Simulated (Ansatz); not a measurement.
Tuning the range parameter of LC-ωPBE so that −HOMO meets the ionisation energy; basis def2-SVP, Ansatz. System: cyclo-(Me2SnS)3 (C₆H₁₈S₃Sn₃). The state is a singlet with charge 0. Geometry: PBE-D4/def2-SVP. The ionised state is a doublet.

Geometry of the singlet:

```xyz
30

Sn   -1.248    1.625    1.036
C    -2.532    1.671   -0.711
C    -2.027    2.653    2.776
S     0.902    2.699    0.536
Sn    2.053    0.826   -0.555
C     2.899   -0.500    0.937
C     3.484    1.720   -1.914
S     0.475   -0.395   -1.999
Sn   -0.621   -1.860   -0.363
C    -2.553   -2.324   -1.230
C     0.614   -3.590    0.069
S    -0.878   -0.693    1.782
H    -3.458    1.100   -0.505
H    -1.974    1.223   -1.554
H    -2.782    2.724   -0.941
H    -3.012    2.227    3.047
H    -2.133    3.731    2.548
H    -1.319    2.520    3.615
H     3.269   -1.421    0.447
H     2.102   -0.740    1.666
H     3.734    0.019    1.446
H     4.186    2.356   -1.342
H     4.042    0.921   -2.438
H     2.938    2.339   -2.649
H    -3.143   -2.922   -0.509
H    -3.082   -1.378   -1.451
H    -2.410   -2.897   -2.166
H     1.167   -3.871   -0.848
H    -0.022   -4.434    0.398
H     1.329   -3.328    0.871
```

In the def2 sets Sn takes a core potential; there is no spin–orbit coupling.

| ω (1/bohr) | HOMO (eV) | LUMO (eV) | vertical IE (eV) | HOMO + IE (eV) |
| --- | --- | --- | --- | --- |
| 0.1 | -6.78 | -0.10 | 7.59 | 0.81 |
| 0.15 | -7.38 | 0.37 | 7.80 | 0.43 |
| 0.2 | -7.88 | 0.73 | 8.04 | 0.16 |
| 0.3 | -8.66 | 1.19 | 8.31 | -0.34 |

(1) Where does the tuning condition hold?

Results:

(1) Near ω = 0.23 bohr⁻¹, by linear interpolation.
